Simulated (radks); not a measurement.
All-electron atom: Ir I in [Xe] 4f14 5d7 6s2. Calculated with a radial shooting solver on a logarithmic mesh with Libxc functionals: scalar-relativistic Kohn-Sham, PBE, spin-unpolarised, spherical densities, finite nucleus; Fermi nuclear charge, rms radius 5.4032 fm.

Unscreened Slater integrals over Kohn-Sham orbitals (eV). Empty in this configuration: 6p.

\begin{tabular}{lr}
integral & value \\ \hline
F0(6s,6s) & 8.4848 \\
F0(6s,5d) & 10.073 \\
G2(6s,5d) & 2.5895 \\
F0(6s,5p) & 10.711 \\
G1(6s,5p) & 0.71601 \\
F0(6s,4f) & 11.248 \\
G3(6s,4f) & 0.27328 \\
F0(6s,6p) & 6.3673 \\
G1(6s,6p) & 3.3703 \\
F0(5d,5d) & 14.441 \\
F2(5d,5d) & 7.2930 \\
F4(5d,5d) & 4.7610 \\
F0(5d,5p) & 17.002 \\
F2(5d,5p) & 8.0924 \\
G1(5d,5p) & 9.5445 \\
G3(5d,5p) & 5.8711 \\
F0(5d,4f) & 19.083 \\
F2(5d,4f) & 4.2021 \\
F4(5d,4f) & 1.9278 \\
G1(5d,4f) & 1.4031 \\
G3(5d,4f) & 1.2910 \\
G5(5d,4f) & 1.0246 \\
F0(5d,6p) & 6.8865 \\
F2(5d,6p) & 1.8549 \\
G1(5d,6p) & 0.97063 \\
G3(5d,6p) & 0.70386 \\
F0(5p,5p) & 21.606 \\
F2(5p,5p) & 11.634 \\
F0(5p,4f) & 26.602 \\
F2(5p,4f) & 8.3101 \\
G2(5p,4f) & 3.3095 \\
G4(5p,4f) & 2.7571 \\
F0(5p,6p) & 7.0818 \\
F2(5p,6p) & 1.1239 \\
G0(5p,6p) & 0.16889 \\
G2(5p,6p) & 0.22241 \\
F0(4f,4f) & 46.638 \\
F2(4f,4f) & 22.951 \\
F4(4f,4f) & 14.568 \\
F6(4f,4f) & 10.530 \\
F0(4f,6p) & 7.2589 \\
F2(4f,6p) & 0.46261 \\
G2(4f,6p) & 0.097986 \\
G4(4f,6p) & 0.089595 \\
F0(6p,6p) & 5.3300 \\
F2(6p,6p) & 2.7067 \\
\end{tabular}

Derived for the open shells (J is the average intra-shell exchange parameter used in DFT+U). 5d: Racah B = F2/49 - 5 F4/441 = 0.09486 eV, C = 35 F4/441 = 0.3779 eV, C/B = 3.98, F4/F2 = 0.653, J = (F2 + F4)/14 = 0.8610 eV.
